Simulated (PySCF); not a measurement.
# Working out the ionisation energy of Sc

Sc [Ar] 3d1 4s2 (2D) → Sc⁺ [Ar] 3d1 4s1 (3D). Computed with PySCF 2.14 in aug-cc-pwCVTZ-DK with one added diffuse shell each of s, p, d, f, g type (11s10p8d5f4g, 152 functions), with scalar relativity by spin-free X2C-1e. Frozen: nothing. Energies in hartree (1 hartree = 27.21139 eV):

```
             part   Sc (lower)  Sc⁺ (upper)
              UHF  -763.285937  -763.087922
MP2 opposite-spin    -0.364985    -0.333999
    MP2 same-spin    -0.140821    -0.135807
```

Task: What does Hartree-Fock give?

Result: (-763.087922) − (-763.285937) = 0.198015 hartree = 5.388 eV.

Task: What do MP2 and SCS-MP2 (6/5 opposite-spin, 1/3 same-spin) give?

Result: The opposite-spin parts differ by 0.843 eV and the same-spin parts by 0.136 eV. MP2: 5.388 + (0.843) + (0.136) = 6.367 eV. SCS-MP2: 5.388 + 1.2 × (0.843) + (0.136)/3 = 6.445 eV.

Measured between the centres of the two terms (NIST): 6.562 eV, so MP2 (all electrons) is off by -0.195 eV.

What remains against the reference includes basis incompleteness and correlation beyond second order.
